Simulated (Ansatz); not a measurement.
A search over several starts for the lowest SCF solution of VO(OH)3 (VO₄H₃) at the given spin, in a small basis.

```yaml
crystal:
  periodic: [false, false, false]
  atoms:
    - {symbol: V, position_ang: [0.000119, 0.000085, 0.006843]}
    - {symbol: O, position_ang: [0.022407, 0.028608, 1.552708]}
    - {symbol: O, position_ang: [1.594538, 0.400896, -0.595595]}
    - {symbol: H, position_ang: [2.326455, 0.597574, 0.000481]}
    - {symbol: O, position_ang: [-1.165999, 1.171926, -0.569996]}
    - {symbol: H, position_ang: [-1.679475, 1.716683, 0.037602]}
    - {symbol: O, position_ang: [-0.453053, -1.604025, -0.529078]}
    - {symbol: H, position_ang: [-0.644991, -2.311746, 0.097024]}
basis:
  gaussian: {orbitals: def2-SVP, initial_orbitals: start.molden}
hamiltonian: {xc: pbe0, dispersion: d4}
output: {orbitals: {seedname: orbitals}}
```

The file start.molden holds the orbitals of an earlier run on this structure, at another level or in another basis.

```sh
$ ansatz run in.yaml --threads 4 --pin off --events-out ev --progress --plain --max-ram 3916MiB
```

Shortened log:

```
Functional definition: PBE0
1026 factors; integrals over basis functions are off by at most 1.3e-3 eV
mean field evaluation 1: about -33904.5182 eV, gradient 8.1e-1 eV
mean field evaluation 2: about -33904.7077 eV, gradient 3.3e-4 eV
mean field evaluation 4: about -33904.7077 eV, gradient 1.5e-5 eV
mean field evaluation 8: about -33898.9435 eV, gradient 6.0e1 eV
mean field evaluation 16: about -33904.7076 eV, gradient 1.9e-1 eV
mean field -33904.70768424 eV, -1245.9750259595 hartree, gradient 1.5e-5 eV, S^2 0.000000; 1 other end points of the search recorded, 0 dependent functions left out
reference -33904.70775713 eV, -1245.9750286384 hartree; 29, 29 occupied and 73, 73 virtual orbitals, 1026 factors
Total energy: -33904.83597719 eV, -1245.9797406386 hartree
```

Hardware: 4 threads of Arm Neoverse N1 on a shared host. Wall time 2.5 s.
